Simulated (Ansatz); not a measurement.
`Clc1ccc[nH]1` + HBr → `Brc1ccc[nH]1` + HCl at 600 K and 1 bar (substitution at a C–Cl bond).

Computed with Ansatz on PBE0-D4/def2-TZVP structures; ΔE is electronic, products minus reactants. CCSD(T)/CBS adds triple-zeta CCSD(T) − MP2 to the extrapolated MP2 energy (def2 sets, frozen cores). This one scheme is used for every species. For Br outer-core shells are correlated without core-valence functions, which leaves a few kJ/mol of doubt a bond. Scalar relativity is left out up to krypton.

```json
{"species": "`Clc1ccc[nH]1`", "CCSD(T)/CBS energy (Eh)": "-669.07723", "H − E (kJ/mol)": "244.5", "S (J/(mol·K))": "386.1"}
{"species": "HBr", "CCSD(T)/CBS energy (Eh)": "-2573.91920", "H − E (kJ/mol)": "33.5", "S (J/(mol·K))": "219.1"}
{"species": "`Brc1ccc[nH]1`", "CCSD(T)/CBS energy (Eh)": "-2782.61782", "H − E (kJ/mol)": "244.0", "S (J/(mol·K))": "398.7"}
{"species": "HCl", "CCSD(T)/CBS energy (Eh)": "-460.38127", "H − E (kJ/mol)": "35.4", "S (J/(mol·K))": "207.2"}
```

H − E and S are ideal-gas, rigid-rotor, harmonic terms from PBE0-D4/def2-TZVP. 1 Eh = 2625.50 kJ/mol, R = 8.31446 J/(mol·K).

By hand: ΔE, ΔH, ΔS and ΔG.

ΔE = (-2782.61782) + (-460.38127) − (-669.07723) − (-2573.91920) = -0.00266 Eh = -7.0 kJ/mol. Δ(H − E) = 244.0 + 35.4 − 244.5 − 33.5 = 1.4, so ΔH = -5.6 kJ/mol. ΔS = 398.7 + 207.2 − 386.1 − 219.1 = 0.7 J/(mol·K). ΔG = -5.6 − 600 × (0.7)/1000 = -6.0 kJ/mol.

By hand: the equilibrium constant, and the temperature at which ΔG would vanish if ΔH and ΔS stayed fixed.

log₁₀ K = −ΔG/(RT ln 10) = 0.5. ΔH and −TΔS have one sign here, so there is no such temperature.

The number of gas molecules stays the same, so ΔS is small and ΔH decides. A doubt of 5 kJ/mol in ΔE shifts log₁₀ K by 0.4 here. These are equilibria of isolated gas molecules and say nothing of rates. Largest T1 diagnostic: 0.010 (customary marks: 0.02 for closed shells, 0.045 for open ones).

ΔS is within the doubt of such terms, so its sign, and with it that verdict, could turn.
